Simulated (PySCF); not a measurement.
Compound: C3H5NOSSi.
Z-matrix (Å and degrees, PBE0-D3(BJ)/def2-SVP geometry), rows numbered from 1:
```
Si
O   1  1.6995
C   2  1.3340  1  121.01
C   3  1.3740  2  125.24  1  -179.35
S   4  1.7175  3  108.97  2  -179.93
C   5  1.7203  4   89.61  3    -0.06
N   6  1.2997  5  114.77  4     0.03
H   1  1.4885  2  111.19  3   -62.65
H   1  1.4877  2  102.85  3   179.51
H   1  1.4886  2  111.12  3    61.71
H   4  1.0867  3  128.13  2     0.04
H   6  1.0918  5  121.13  4  -179.97
```

All values: CAM-B3LYP/def2-SVPD (PySCF, non-relativistic), on one gas-phase PBE0-D3(BJ)/def2-SVP geometry that isn't relaxed in the solvent. The solvent is an IEF-PCM continuum (Bondi radii, 1.10 Å for H, scaled by 1.2), and excitations are vertical TDDFT with non-equilibrium linear response and a frozen core. Specific hydrogen bonds and non-electrostatic terms are outside this model.

Gas-phase singlets (H = HOMO, L = LUMO):

```json
{"state": "S1", "E (eV)": "5.125", "λ (nm)": "242", "f": "0.088", "leading configurations": "H→L 95%"}
{"state": "S2", "E (eV)": "5.589", "λ (nm)": "222", "f": "0.001", "leading configurations": "H→L+1 85%"}
{"state": "S3", "E (eV)": "5.804", "λ (nm)": "214", "f": "0.000", "leading configurations": "H-2→L 95%"}
{"state": "S4", "E (eV)": "6.393", "λ (nm)": "194", "f": "0.001", "leading configurations": "H→L+2 77%, H→L+3 8%"}
{"state": "S5", "E (eV)": "6.459", "λ (nm)": "192", "f": "0.028", "leading configurations": "H-1→L 75%, H→L+5 16%"}
```

Task: How does the list change in cyclohexane (ε = 2.017)?

Result: 
| state | E (eV) | λ (nm) | f | leading configurations | change by rank (eV) |
| --- | --- | --- | --- | --- | --- |
| S1 | 5.071 | 245 | 0.120 | H→L 96% | -0.054 |
| S2 | 5.627 | 220 | 0.002 | H→L+1 83% | +0.038 |
| S3 | 5.838 | 212 | 0.000 | H-2→L 95% | +0.034 |
| S4 | 6.360 | 195 | 0.001 | H→L+2 72%, H→L+3 10% | -0.033 |
| S5 | 6.423 | 193 | 0.042 | H-1→L 77%, H→L+5 15% | -0.036 |

Task: Give the list for chloroform (ε = 4.711), n² = 2.09.

Result: 
```json
{"state": "S1", "E (eV)": "5.081", "λ (nm)": "244", "f": "0.120", "leading configurations": "H→L 96%", "change by rank (eV)": "-0.044"}
{"state": "S2", "E (eV)": "5.668", "λ (nm)": "219", "f": "0.002", "leading configurations": "H→L+1 82%", "change by rank (eV)": "+0.079"}
{"state": "S3", "E (eV)": "5.876", "λ (nm)": "211", "f": "0.000", "leading configurations": "H-2→L 95%", "change by rank (eV)": "+0.072"}
{"state": "S4", "E (eV)": "6.351", "λ (nm)": "195", "f": "0.000", "leading configurations": "H→L+2 65%, H→L+3 14%", "change by rank (eV)": "-0.042"}
{"state": "S5", "E (eV)": "6.430", "λ (nm)": "193", "f": "0.041", "leading configurations": "H-1→L 76%, H→L+5 16%", "change by rank (eV)": "-0.029"}
```

Task: The ground-state energy changes by -0.110 eV from gas to chloroform. By how much does the total energy of gas-phase S1 change?

Result: E(S1) = E(S0) + excitation energy, so it changes by -0.110 − 0.044 = -0.154 eV: it is lowered more than the ground state, which is what a red shift means. This is the vertical state, with the slow part of the continuum still set for S0.

Task: How do the frontier levels move from gas to chloroform?

Result: 
| orbital | gas (eV) | solvent (eV) | change (eV) | Löwdin shares, gas | Löwdin shares, solvent |
| --- | --- | --- | --- | --- | --- |
| LUMO+2 | 1.27 | 1.31 | +0.04 | S5 32 %, Si1 24 %, C6 9 %, C3 6 % | Si1 36 %, S5 22 %, C6 7 %, H10 6 % |
| LUMO+1 | 0.83 | 0.94 | +0.11 | S5 55 %, Si1 10 %, C4 6 %, O2 5 % | S5 42 %, Si1 16 %, O2 8 %, C3 6 % |
| LUMO | 0.08 | 0.15 | +0.07 | C6 28 %, S5 24 %, N7 18 %, C4 14 % | C6 28 %, S5 24 %, N7 18 %, C4 14 % |
| HOMO | -7.98 | -7.94 | +0.04 | C4 25 %, O2 18 %, C3 17 %, S5 15 % | C4 25 %, C3 18 %, O2 17 %, S5 15 % |
| HOMO-1 | -9.72 | -9.69 | +0.03 | S5 36 %, N7 27 %, C4 16 %, C6 12 % | S5 36 %, N7 27 %, C4 16 %, C6 12 % |
| HOMO-2 | -9.83 | -9.84 | -0.01 | N7 54 %, S5 14 %, C6 8 %, C3 7 % | N7 53 %, S5 15 %, C6 8 %, C3 7 % |
| HOMO-3 | -10.90 | -10.92 | -0.02 | Si1 32 %, H8 22 %, H10 18 %, O2 14 % | Si1 32 %, H8 22 %, H10 19 %, O2 14 % |

The HOMO–LUMO gap goes from 8.06 to 8.09 eV. Rows go by rank; for LUMO+2 the atom shares or the degeneracy differ between the runs, so the row needn't follow one orbital.

On an Arm Neoverse V2 with one thread, on a shared host, this took 32 s and 0.96 GiB of memory at its peak. This is the whole response run at CAM-B3LYP/def2-SVPD in chloroform, SCF included.
